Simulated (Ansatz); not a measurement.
Reaction (formal hydrolysis of the Al–F bond): `C#[C][AlH][F]` + H₂O → `C#[C][AlH][OH]` + H–F

Gas-phase electronic energies from Ansatz, PBE0-D4/def2-TZVP geometries. CCSD(T)/CBS is the MP2 limit (def2-TZVPP, def2-QZVPP) plus CCSD(T) − MP2 in def2-TZVPP, frozen cores. This one scheme is used for every species. Functionals use def2-TZVPP. HSE06 is defined as in plane-wave codes. One conformer a species, not always the lowest.

`C#[C][AlH][F]`:

```xyz
6

C     1.700    0.634   -0.362
C     0.585    0.226   -0.127
Al   -1.136   -0.465    0.258
F    -2.430    0.513   -0.016
H     2.681    0.998   -0.570
H    -1.400   -1.905    0.818
```

H₂O:

```xyz
3

O     0.299    0.248    0.024
H     0.329   -0.682   -0.210
H    -0.628    0.434    0.186
```

`C#[C][AlH][OH]`:

Cartesian coordinates in Å:
```
C 0.829 0.445 1.909
C 0.536 0.223 0.756
Al 0.094 -0.124 -1.066
O -1.495 -0.534 -1.471
H 1.089 0.640 2.926
H 1.145 -0.045 -2.227
H -2.198 -0.605 -0.827
```

H–F:

```xyz
2

F     0.229    0.305    0.257
H    -0.229   -0.305   -0.257
```

(1) Is it downhill or uphill in electronic energy at CCSD(T)/CBS, and by how much? (Estimate.)

(2) What do these levels give: PBE-D4, BHLYP-D4, ωB97M-V, PBE-QIDH, PBE0, r2SCAN0, HSE06, BHLYP, HF/def2-SVP, SCS-MP2/def2-TZVPP, CCSD(T)/def2-TZVPP, MP2/CBS(def2)? (Best estimate.)

Largest T1 diagnostic among the species: 0.014.

## Answers

(1) Computed: Uphill: ΔE = +46.8 kJ/mol.

(2) Computed: PBE-D4 44.6, BHLYP-D4 47.7, ωB97M-V 46.3, PBE-QIDH 44.8, PBE0 45.7, r2SCAN0 46.4, HSE06 45.5, BHLYP 49.5, HF/def2-SVP 53.5, SCS-MP2/def2-TZVPP 45.6, CCSD(T)/def2-TZVPP 44.8, MP2/CBS(def2) 45.7 kJ/mol.

In def2-TZVPP, CCSD(T) changes the Hartree–Fock value by −6.5 kJ/mol (the triples alone add −1.1 kJ/mol) and MP2 by −7.6 kJ/mol. Leaving LDA and LC-ωPBE aside and taking each functional with its dispersion term where it has one, the values, not all of them listed here, spread over 5.5 kJ/mol, from revPBE-D4 to B97M-V. LDA lies −5.3 kJ/mol from PBE without D4.
